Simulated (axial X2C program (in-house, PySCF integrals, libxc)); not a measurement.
## Testing model relations on CuB⁻

A bond curve at the PBE0 level, 2c, was computed with an in-house all-electron X2C program for linear molecules (integrals from PySCF) (basis Cu dyall-acv3z [10s10p7d4f2g], B dyall-av3z [8s7p3d2f] (cores contracted in-house)) for the state Ω = 1/2 (⟨Sz⟩ = -0.50, ⟨Lz⟩ = 1.00 at PBE0). Its fit gives Re = 1.9092 Å, ωe = 506.4 cm⁻¹, ωexe = 5.13 cm⁻¹ and αe = 6.454e-03 cm⁻¹; the masses are 62.9296 and 11.0093 u. Two-component means X2C with spin–orbit coupling and atomic mean-field Coulomb and Gaunt terms.

Find the reduced mass, Be and the force constant.

From the PBE0 values: μ = 9.3700 u. Be = 16.8576/(μ Re²) = 0.4936 cm⁻¹. k = 5.8918×10⁻⁷ μ ωe² = 1.42 mdyn/Å.

Estimate De from a Morse curve and compare with the computed well depth of 2.061 eV to Cu- + B.

De(Morse) = ωe²/(4ωexe) = 1.549 eV against 2.061 eV computed, a ratio of 0.75. The extrapolation falls short: long-range attraction (ionic or ion–induced dipole) or a change of character along the curve can cause this.

A Morse curve ties αe to the other constants (Pekeris). How well does that hold?

αe(Morse) = 6Be²/ωe × (√(ωexe/Be) − 1) = 6.419e-03 cm⁻¹; the PBE0 curve gives 6.454e-03 cm⁻¹, a ratio of 0.99.

Where do the fundamental and the first overtone lie?

ν(1←0) = ωe − 2ωexe = 496.1 cm⁻¹; ν(2←0) = 2ωe − 6ωexe = 982.0 cm⁻¹.

Estimate the centrifugal constant by the Kratzer relation.

D = 4Be³/ωe² = 1.88e-06 cm⁻¹.

One determinant describes the state; a PBE0 search over occupations chose it and may have missed a lower one. De is counted from the lowest determinant-based energies of the atoms at the same level, without counterpoise correction. Density functionals use the spin component along the axis (collinear). In 2c an atomic determinant is not the ground J level, so De misses part of the atomic spin–orbit lowering. This holds for PBE0. Without a current term, density functionals place determinants with orbital angular momentum somewhat too high. The highest occupied level of some functionals is positive through self-interaction error; at Hartree–Fock it is bound.
